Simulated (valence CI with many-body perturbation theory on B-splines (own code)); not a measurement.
# Basis-set convergence for Ta59+

Computed by configuration interaction combined with many-body perturbation theory (CI+MBPT): four valence electrons over a frozen Dirac-Fock core [Ne], a basis of 9 s, 9 p, 8 d, 6 f, 3 g, 1 h functions for each j, with the one-electron correlation potential Σ1, the two-electron term Σ2, the three-electron term Σ3, Breit, model QED; selected CI, second order for the rest, scaled by the run's own slope (own B-spline code, finite nucleus).

No measured spectrum was set against this ion. As an estimate, large intervals hold to a few tenths of a per cent, small ones and those within an open d or f shell to about a per cent.

The reference run has the lowest level (3s^2 3p1/2^2) J=0 and an ionisation energy of 6366.35 eV. Its largest variational space holds 19999 state functions.

Levels are named by their leading jj configuration (3d3/2^4 stands for four electrons in 3d with j = 3/2), which in mixed levels can hold well under half, so a name can repeat and another be missing.

Changed runs:
A. basis 6 s, 6 p, 5 d, 3 f, 1 g
B. basis 5 s, 5 p, 4 d, 2 f

Excitation energies of the reference run in cm⁻¹, and shifts in cm⁻¹:

| Level | Reference | A | B |
| --- | --- | --- | --- |
| (3s^2 3p1/2 3p3/2) J=1 | 2624440 | -114 | -328 |
| (3s^2 3p1/2 3p3/2) J=2 | 2698580 | +8.7 | +88 |
| (3s 3p1/2^2 3p3/2) J=2 | 3954830 | -119 | -341 |
| (3s 3p1/2^2 3p3/2) J=1 | 4175380 | -9.3 | +20 |
| (3s^2 3p1/2 3d3/2) J=2 | 4370270 | +80 | +281 |
| (3s^2 3p1/2 3d3/2) J=1 | 4715530 | +336 | +1287 |
| (3s^2 3p1/2 3d5/2) J=2 | 5138730 | +118 | +466 |
| (3s^2 3p1/2 3d5/2) J=3 | 5147320 | +236 | +859 |
| (3s^2 3p3/2^2) J=2 | 5379020 | -88 | -191 |
| (3s^2 3p3/2^2) J=0 | 5541010 | +15 | +155 |
| (3s 3p1/2^2 3d3/2) J=1 | 5733610 | +30 | +115 |
| (3s 3p1/2^2 3d3/2) J=2 | 5791700 | +119 | +446 |
| Ionisation energy (eV) | 6366.35 | -0.034 | -0.11 |
